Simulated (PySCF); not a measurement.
Vertical excitations of a molecule C5H9F from TDA-PBE/def2-SVPD (PySCF), as energy in eV (oscillator strength): 7.20 (0.058), 7.26 (0.012), 7.69 (0.000), 7.79 (0.033), 7.99 (0.007), 8.08 (0.020), 8.14 (0.003), 8.17 (0.009), 8.20 (0.004), 8.28 (0.002). Lowest triplet (TDA): 7.10 eV. Coordinates come from a PBE0-D3(BJ)/def2-SVP optimisation. Other conformers were not sampled.

Task: Identify the compound among the candidates.
A) CC(C)=C(C)F
B) CC1(F)CCC1
C) CC/C=C(\C)F
D) C=C(F)CCC

Result: B, CC1(F)CCC1
